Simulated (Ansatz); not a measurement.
Ansatz (a program for electronic structure) input (B3LYP/LANL2DZ): The .json file is the Basis Set Exchange's LANL2DZ.

Ansatz 0.2 input:
```yaml
crystal:
  periodic: [false, false, false]
  atoms:
    - {symbol: C, position_ang: [2.34997400, 0.66136200, 0.19455500]}
    - {symbol: Si, position_ang: [1.05027700, -0.36171800, -0.60573100]}
    - {symbol: O, position_ang: [-0.53816900, 0.44299200, -0.27443600]}
    - {symbol: Si, position_ang: [-1.92858500, -0.23134500, 0.62693300]}
    - {symbol: H, position_ang: [2.40239300, 1.66283800, -0.23716300]}
    - {symbol: H, position_ang: [2.19464900, 0.74315900, 1.27130600]}
    - {symbol: H, position_ang: [3.32175500, 0.18595300, 0.03112500]}
    - {symbol: H, position_ang: [1.07240200, -0.40974200, -2.07344200]}
    - {symbol: H, position_ang: [0.74841500, -1.65542000, 0.02411200]}
    - {symbol: H, position_ang: [-0.67924100, 1.31610900, -0.67161700]}
    - {symbol: H, position_ang: [-2.35857500, -1.38172000, -0.17387500]}
    - {symbol: H, position_ang: [-2.85173500, 0.90909500, 0.63333800]}
    - {symbol: H, position_ang: [-1.34824900, -0.57950200, 1.92754500]}
basis:
  gaussian:
    orbitals: LANL2DZ.json
hamiltonian:
  xc: {name: B3LYP}
total_charge: 1
relax: {f_tol: 0.003, max_steps: 120}
```

Output:

```
Functional definition: B3LYP
integrals: 0.02 GiB planned
732 factors; integrals over basis functions are off by at most 3.1e-4 eV
mean field: 0.16 GiB planned
mean field evaluation 1: about -3422.8576 eV, gradient 7.8e1 eV
mean field evaluation 2: about -3406.4375 eV, gradient 1.2e2 eV
mean field evaluation 4: about -3436.2140 eV, gradient 5.4e0 eV
mean field evaluation 8: about -3436.2606 eV, gradient 4.2e-2 eV
mean field -3436.26059750 eV, -126.2802477769 hartree, gradient 2.6e-5 eV, S^2 0.000000; 0 other end points of the search recorded, 0 dependent functions left out
the calculation of the forces begins
reference -3436.26086654 eV, -126.2802576641 hartree; 15, 15 occupied and 37, 37 virtual orbitals, 732 factors
relax step   1: F+E_penalty+E_count = -3436.26059750 eV  Δ(F+E_penalty+E_count) = +0.000e0 eV  max|allowed force component| = 5.627e-1 eV/Å  Δτ_max = 0.0000 Å  (22 SCF iters, accepted)
these checks for a lower state are left out or cut short: starts, cluster_reference, orbital_swaps, neighbouring_geometries, increment
integrals: 0.02 GiB planned
732 factors; integrals over basis functions are off by at most 3.1e-4 eV
mean field: 0.16 GiB planned
mean field evaluation 16: about -3436.3223 eV, gradient 9.6e-3 eV
mean field -3436.29898576 eV, -126.2816585197 hartree, gradient 1.1e-5 eV, S^2 0.000000; 0 other end points of the search recorded, 0 dependent functions left out
the calculation of the forces begins
reference -3436.29925654 eV, -126.2816684705 hartree; 15, 15 occupied and 37, 37 virtual orbitals, 732 factors
relax step   2: F+E_penalty+E_count = -3436.29898576 eV  Δ(F+E_penalty+E_count) = -3.839e-2 eV  max|allowed force component| = 4.003e-1 eV/Å  Δτ_max = 0.0416 Å  (26 SCF iters, accepted)
these checks for a lower state are left out or cut short: starts, cluster_reference, orbital_swaps, neighbouring_geometries, increment
integrals: 0.02 GiB planned
732 factors; integrals over basis functions are off by at most 3.1e-4 eV
mean field: 0.16 GiB planned
mean field -3436.31196454 eV, -126.2821354809 hartree, gradient 1.3e-5 eV, S^2 0.000000; 0 other end points of the search recorded, 0 dependent functions left out
the calculation of the forces begins
reference -3436.31223619 eV, -126.2821454639 hartree; 15, 15 occupied and 37, 37 virtual orbitals, 732 factors
relax step   3: F+E_penalty+E_count = -3436.31196454 eV  Δ(F+E_penalty+E_count) = -1.298e-2 eV  max|allowed force component| = 8.843e-2 eV/Å  Δτ_max = 0.0279 Å  (26 SCF iters, accepted)
these checks for a lower state are left out or cut short: starts, cluster_reference, orbital_swaps, neighbouring_geometries, increment
integrals: 0.02 GiB planned
732 factors; integrals over basis functions are off by at most 3.1e-4 eV
mean field: 0.16 GiB planned
mean field evaluation 32: about -3436.3129 eV, gradient 2.5e-5 eV
mean field -3436.31286330 eV, -126.2821685097 hartree, gradient 1.3e-5 eV, S^2 0.000000; 0 other end points of the search recorded, 0 dependent functions left out
the calculation of the forces begins
reference -3436.31313497 eV, -126.2821784935 hartree; 15, 15 occupied and 37, 37 virtual orbitals, 732 factors
relax step   4: F+E_penalty+E_count = -3436.31286330 eV  Δ(F+E_penalty+E_count) = -8.988e-4 eV  max|allowed force component| = 6.263e-2 eV/Å  Δτ_max = 0.0175 Å  (26 SCF iters, accepted)
these checks for a lower state are left out or cut short: starts, cluster_reference, orbital_swaps, neighbouring_geometries, increment
integrals: 0.02 GiB planned
732 factors; integrals over basis functions are off by at most 3.1e-4 eV
mean field: 0.16 GiB planned
mean field -3436.31325763 eV, -126.2821830012 hartree, gradient 1.3e-5 eV, S^2 0.000000; 0 other end points of the search recorded, 0 dependent functions left out
the calculation of the forces begins
reference -3436.31352912 eV, -126.2821929783 hartree; 15, 15 occupied and 37, 37 virtual orbitals, 732 factors
relax step   5: F+E_penalty+E_count = -3436.31325763 eV  Δ(F+E_penalty+E_count) = -3.943e-4 eV  max|allowed force component| = 8.359e-3 eV/Å  Δτ_max = 0.0260 Å  (26 SCF iters, accepted)
these checks for a lower state are left out or cut short: starts, cluster_reference, orbital_swaps, neighbouring_geometries, increment
integrals: 0.02 GiB planned
732 factors; integrals over basis functions are off by at most 3.1e-4 eV
mean field: 0.16 GiB planned
mean field -3436.31362430 eV, -126.2821964759 hartree, gradient 1.3e-5 eV, S^2 0.000000; 0 other end points of the search recorded, 0 dependent functions left out
the calculation of the forces begins
reference -3436.31389550 eV, -126.2822064422 hartree; 15, 15 occupied and 37, 37 virtual orbitals, 732 factors
relax step   6: F+E_penalty+E_count = -3436.31362430 eV  Δ(F+E_penalty+E_count) = -3.667e-4 eV  max|allowed force component| = 4.296e-2 eV/Å  Δτ_max = 0.0509 Å  (26 SCF iters, accepted)
these checks for a lower state are left out or cut short: starts, cluster_reference, orbital_swaps, neighbouring_geometries, increment
integrals: 0.02 GiB planned
732 factors; integrals over basis functions are off by at most 3.1e-4 eV
mean field: 0.16 GiB planned
mean field -3436.31394723 eV, -126.2822083434 hartree, gradient 1.3e-5 eV, S^2 0.000000; 0 other end points of the search recorded, 0 dependent functions left out
the calculation of the forces begins
[...]
mean field: 0.16 GiB planned
mean field -3436.31689920 eV, -126.2823168265 hartree, gradient 2.3e-5 eV, S^2 0.000000; 0 other end points of the search recorded, 0 dependent functions left out
the calculation of the forces begins
reference -3436.31717244 eV, -126.2823268678 hartree; 15, 15 occupied and 37, 37 virtual orbitals, 732 factors
relax step  32: F+E_penalty+E_count = -3436.31689920 eV  Δ(F+E_penalty+E_count) = -8.975e-6 eV  max|allowed force component| = 5.860e-3 eV/Å  Δτ_max = 0.0186 Å  (19 SCF iters, accepted)
these checks for a lower state are left out or cut short: starts, cluster_reference, orbital_swaps, neighbouring_geometries, increment
integrals: 0.02 GiB planned
732 factors; integrals over basis functions are off by at most 3.1e-4 eV
mean field: 0.16 GiB planned
mean field evaluation 224: about -3436.3169 eV, gradient 2.3e-4 eV
mean field -3436.31690839 eV, -126.2823171639 hartree, gradient 1.3e-5 eV, S^2 0.000000; 0 other end points of the search recorded, 0 dependent functions left out
the calculation of the forces begins
reference -3436.31718147 eV, -126.2823271996 hartree; 15, 15 occupied and 37, 37 virtual orbitals, 732 factors
relax step  33: F+E_penalty+E_count = -3436.31690839 eV  Δ(F+E_penalty+E_count) = -9.182e-6 eV  max|allowed force component| = 1.022e-2 eV/Å  Δτ_max = 0.0346 Å  (25 SCF iters, accepted)
these checks for a lower state are left out or cut short: starts, cluster_reference, orbital_swaps, neighbouring_geometries, increment
integrals: 0.02 GiB planned
732 factors; integrals over basis functions are off by at most 3.1e-4 eV
mean field: 0.16 GiB planned
mean field -3436.31691134 eV, -126.2823172724 hartree, gradient 1.0e-5 eV, S^2 0.000000; 0 other end points of the search recorded, 0 dependent functions left out
the calculation of the forces begins
reference -3436.31718435 eV, -126.2823273056 hartree; 15, 15 occupied and 37, 37 virtual orbitals, 732 factors
relax step  34: F+E_penalty+E_count = -3436.31691134 eV  Δ(F+E_penalty+E_count) = -2.952e-6 eV  max|allowed force component| = 1.073e-2 eV/Å  Δτ_max = 0.0134 Å  (20 SCF iters, accepted)
these checks for a lower state are left out or cut short: starts, cluster_reference, orbital_swaps, neighbouring_geometries, increment
integrals: 0.02 GiB planned
732 factors; integrals over basis functions are off by at most 3.1e-4 eV
mean field: 0.16 GiB planned
mean field -3436.31691562 eV, -126.2823174299 hartree, gradient 1.1e-5 eV, S^2 0.000000; 0 other end points of the search recorded, 0 dependent functions left out
the calculation of the forces begins
reference -3436.31718854 eV, -126.2823274595 hartree; 15, 15 occupied and 37, 37 virtual orbitals, 732 factors
relax step  35: F+E_penalty+E_count = -3436.31691562 eV  Δ(F+E_penalty+E_count) = -4.284e-6 eV  max|allowed force component| = 9.662e-3 eV/Å  Δτ_max = 0.0149 Å  (20 SCF iters, accepted)
these checks for a lower state are left out or cut short: starts, cluster_reference, orbital_swaps, neighbouring_geometries, increment
integrals: 0.02 GiB planned
732 factors; integrals over basis functions are off by at most 3.1e-4 eV
mean field: 0.16 GiB planned
mean field -3436.31691891 eV, -126.2823175507 hartree, gradient 1.5e-5 eV, S^2 0.000000; 0 other end points of the search recorded, 0 dependent functions left out
the calculation of the forces begins
reference -3436.31719171 eV, -126.2823275760 hartree; 15, 15 occupied and 37, 37 virtual orbitals, 732 factors
relax step  36: F+E_penalty+E_count = -3436.31691891 eV  Δ(F+E_penalty+E_count) = -3.287e-6 eV  max|allowed force component| = 6.753e-3 eV/Å  Δτ_max = 0.0173 Å  (20 SCF iters, accepted)
these checks for a lower state are left out or cut short: starts, cluster_reference, orbital_swaps, neighbouring_geometries, increment
integrals: 0.02 GiB planned
732 factors; integrals over basis functions are off by at most 3.1e-4 eV
mean field: 0.16 GiB planned
mean field -3436.31692086 eV, -126.2823176223 hartree, gradient 1.2e-5 eV, S^2 0.000000; 0 other end points of the search recorded, 0 dependent functions left out
the calculation of the forces begins
reference -3436.31719355 eV, -126.2823276435 hartree; 15, 15 occupied and 37, 37 virtual orbitals, 732 factors
relax step  37: F+E_penalty+E_count = -3436.31692086 eV  Δ(F+E_penalty+E_count) = -1.949e-6 eV  max|allowed force component| = 6.016e-3 eV/Å  Δτ_max = 0.0142 Å  (20 SCF iters, accepted)
these checks for a lower state are left out or cut short: starts, cluster_reference, orbital_swaps, neighbouring_geometries, increment
integrals: 0.02 GiB planned
732 factors; integrals over basis functions are off by at most 3.1e-4 eV
mean field: 0.16 GiB planned
mean field -3436.31692177 eV, -126.2823176556 hartree, gradient 3.3e-5 eV, S^2 0.000000; 0 other end points of the search recorded, 0 dependent functions left out
the calculation of the forces begins
reference -3436.31719446 eV, -126.2823276769 hartree; 15, 15 occupied and 37, 37 virtual orbitals, 732 factors
relax step  38: F+E_penalty+E_count = -3436.31692177 eV  Δ(F+E_penalty+E_count) = -9.066e-7 eV  max|allowed force component| = 4.666e-3 eV/Å  Δτ_max = 0.0005 Å  (16 SCF iters, accepted)
these checks for a lower state are left out or cut short: starts, cluster_reference, orbital_swaps, neighbouring_geometries, increment
integrals: 0.02 GiB planned
732 factors; integrals over basis functions are off by at most 3.1e-4 eV
mean field: 0.16 GiB planned
mean field evaluation 256: about -3436.3169 eV, gradient 1.4e-2 eV
mean field -3436.31692250 eV, -126.2823176828 hartree, gradient 1.9e-5 eV, S^2 0.000000; 0 other end points of the search recorded, 0 dependent functions left out
the calculation of the forces begins
reference -3436.31719520 eV, -126.2823277042 hartree; 15, 15 occupied and 37, 37 virtual orbitals, 732 factors
relax step  39: F+E_penalty+E_count = -3436.31692250 eV  Δ(F+E_penalty+E_count) = -7.387e-7 eV  max|allowed force component| = 4.492e-4 eV/Å  Δτ_max = 0.0004 Å  (16 SCF iters, accepted)
these checks for a lower state are left out or cut short: starts, cluster_reference, orbital_swaps, neighbouring_geometries, increment
integrals: 0.02 GiB planned
732 factors; integrals over basis functions are off by at most 3.1e-4 eV
mean field: 0.16 GiB planned
mean field -3436.31692272 eV, -126.2823176907 hartree, gradient 6.0e-5 eV, S^2 0.000000; 0 other end points of the search recorded, 0 dependent functions left out
the calculation of the forces begins
reference -3436.31719538 eV, -126.2823277109 hartree; 15, 15 occupied and 37, 37 virtual orbitals, 732 factors
relax step  40: F+E_penalty+E_count = -3436.31692272 eV  Δ(F+E_penalty+E_count) = -2.171e-7 eV  max|allowed force component| = 6.711e-4 eV/Å  Δτ_max = 0.0043 Å  (17 SCF iters, accepted)
these checks for a lower state are left out or cut short: starts, cluster_reference, orbital_swaps, neighbouring_geometries, increment
integrals: 0.02 GiB planned
732 factors; integrals over basis functions are off by at most 3.1e-4 eV
mean field: 0.16 GiB planned
mean field -3436.31692292 eV, -126.2823176979 hartree, gradient 1.4e-5 eV, S^2 0.000000; 0 other end points of the search recorded, 0 dependent functions left out
the calculation of the forces begins
reference -3436.31719550 eV, -126.2823277152 hartree; 15, 15 occupied and 37, 37 virtual orbitals, 732 factors
relax step  41: F+E_penalty+E_count = -3436.31692292 eV  Δ(F+E_penalty+E_count) = -1.956e-7 eV  max|allowed force component| = 1.194e-3 eV/Å  Δτ_max = 0.0103 Å  (19 SCF iters, accepted)
integrals: 0.02 GiB planned
732 factors; integrals over basis functions are off by at most 3.1e-4 eV
mean field: 0.16 GiB planned
mean field -3436.31692292 eV, -126.2823176979 hartree, gradient 1.4e-5 eV, S^2 0.000000; 1 other end points of the search recorded, 0 dependent functions left out
the calculation of the forces begins
reference -3436.31719550 eV, -126.2823277152 hartree; 15, 15 occupied and 37, 37 virtual orbitals, 732 factors
Total energy: -3436.31719550 eV, -126.2823277152 hartree
Atom 0 at     2.461195     0.735004    -0.019078 Å, force     0.000124    -0.000014    -0.000028 eV/Å
Atom 1 at     1.065987    -0.431360    -0.436456 Å, force    -0.000235     0.000070     0.000373 eV/Å
Atom 2 at    -0.460947     0.451100     0.137421 Å, force     0.001194     0.000826    -0.000507 eV/Å
Atom 3 at    -2.112383    -0.269203     0.468624 Å, force    -0.000905    -0.000345     0.000483 eV/Å
Atom 4 at     2.392763     1.681894    -0.567998 Å, force     0.000003     0.000004     0.000048 eV/Å
Atom 5 at     2.513799     0.948092     1.054620 Å, force    -0.000117     0.000011    -0.000053 eV/Å
Atom 6 at     3.420539     0.279594    -0.300172 Å, force     0.000011    -0.000017    -0.000066 eV/Å
Atom 7 at     0.783316    -0.642087    -1.867195 Å, force    -0.000020     0.000045    -0.000006 eV/Å
Atom 8 at     0.966484    -1.667018     0.360109 Å, force    -0.000006     0.000021    -0.000061 eV/Å
Atom 9 at    -0.364342     1.415597     0.277517 Å, force    -0.000279    -0.000709     0.000052 eV/Å
Atom 10 at    -2.216190    -1.296114    -0.578589 Å, force     0.000054     0.000130     0.000061 eV/Å
Atom 11 at    -3.000020     0.892155     0.304995 Å, force     0.000177    -0.000152    -0.000017 eV/Å
Atom 12 at    -2.014889    -0.795594     1.838853 Å, force    -0.000000     0.000129    -0.000278 eV/Å
Dipole moment:    -0.193105     0.225019     0.071640 e Å
```

The dipole moment of an ion depends on the origin.

The geometry given is a B3LYP-D3(BJ)/def2-TZVP minimum.
